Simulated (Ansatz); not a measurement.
A nudged elastic band was laid between two geometries of ClH2ISeSi (6 atoms, charge 0, multiplicity 1).

These are results of Ansatz 0.2.0, RKS CAM-B3LYP/def2-SVP, not measurements.

| Property | Result |
| --- | --- |
| movable images | 7 |
| climbing image | yes |
| spring | 5.0 eV/Å² |
| optimiser | quadratic models (default) |
| start path | through a guess of the saddle point |
| force threshold | 0.05 eV/Å |
| iteration limit | 60 |
| end points | relaxed |

Initial state:

```xyz
6
Properties=species:S:1:pos:R:3
Cl 0.546 -2.088 0.166
Si -0.076 -0.209 -0.408
Se -0.202 1.218 1.349
I -2.319 -0.303 -1.369
H 0.864 0.253 -1.449
H 1.228 1.066 1.666
```

Final state:

```xyz
6
Properties=species:S:1:pos:R:3
Cl 0.703 -2.074 0.088
Si 0.131 -0.186 -0.506
Se 0.764 1.403 0.980
I -2.287 -0.206 -0.884
H 0.809 0.145 -1.776
H -0.077 0.854 2.052
```

Q: What changes between the two ends?

A: No bond is made or broken. The dihedral I4–Si2–Se3–H6 goes from -179 to 59°.

Q: What energy profile does the band end with?

A: The forces met the threshold. The highest image is number 6 of 0 to 8, 0.051 eV above the first end and 0.057 eV above the last; the last end lies 0.006 eV below the first. The profile has 2 maxima (images 2, 6) with wells between them (image 4): this band takes more than one step, which may be the mechanism or a detour left from its start path. A vibrational analysis at the climbing image gives one clearly imaginary mode, 171i cm⁻¹: a first-order saddle point.

```csv
image,path coordinate (Å),energy (eV),dihedral I4–Si2–Se3–H6 (°)
0,0.00,0.000,-179
1,0.54,0.021,-152
2,1.09,0.050,-122
3,1.63,0.036,-92
4,2.17,0.013,-64
5,2.71,0.027,-35
6,3.26,0.051,-3
7,3.82,0.018,30
8,4.39,-0.006,59
```

Q: What is the geometry of the highest image?

A: 
```xyz
6
Properties=species:S:1:pos:R:3
Cl 0.524 -2.325 -0.068
Si 0.200 -0.320 -0.412
Se 0.916 0.894 1.378
I -2.171 0.094 -0.852
H 0.952 0.028 -1.637
H -0.378 1.563 1.545
```

Run time: 6.4 min on 2 threads of Arm Neoverse V2 (shared host), peak memory 0.35 GiB.
